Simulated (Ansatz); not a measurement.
CH3Se2 (SMILES C[Se][Se]), doublet, geometry from GFN2-xTB; B3LYP/STO-3G run with Ansatz (a program for electronic structure).

The Ansatz input:
Ansatz 0.2 input:
```yaml
crystal:
  periodic: [false, false, false]
  atoms:
    - {symbol: C, position_ang: [-2.11547240, -0.41879670, 0.07488089]}
    - {symbol: Se, position_ang: [-0.55419547, 0.77241374, -0.09237170]}
    - {symbol: Se, position_ang: [1.13849247, -0.64326175, 0.06997820]}
    - {symbol: H, position_ang: [-2.07265492, -0.92307861, 1.03673090]}
    - {symbol: H, position_ang: [-3.00980833, 0.19220440, 0.00649221]}
    - {symbol: H, position_ang: [-2.09080048, -1.14751331, -0.73112931]}
basis:
  gaussian:
    orbitals: STO-3G
    final_grid: {core_spheres: 10, valence_spheres: 20, degree: 41}
hamiltonian:
  xc: b3lyp
magnetization: {spin_polarized: true, initial_magnetization: 1}
```

Output, abridged:

```
Functional definition: B3LYP
467 factors; integrals over basis functions are off by at most 2.0e-5 eV
mean field evaluation 1: about -130318.7130 eV, gradient 9.5e0 eV
mean field evaluation 2: about -130317.4764 eV, gradient 1.5e1 eV
mean field evaluation 4: about -130319.8403 eV, gradient 6.8e-1 eV
mean field evaluation 8: about -130319.8220 eV, gradient 3.1e-3 eV
mean field evaluation 16: about -130319.3004 eV, gradient 2.1e0 eV
mean field -130319.82203001 eV, -4789.1651256548 hartree, gradient 9.3e-6 eV, S^2 0.750453; 1 other end points of the search recorded, 0 dependent functions left out
reference -130319.82220401 eV, -4789.1651320492 hartree; 39, 38 occupied and 5, 6 virtual orbitals, 467 factors
Total energy: -130319.82220401 eV, -4789.1651320492 hartree
```
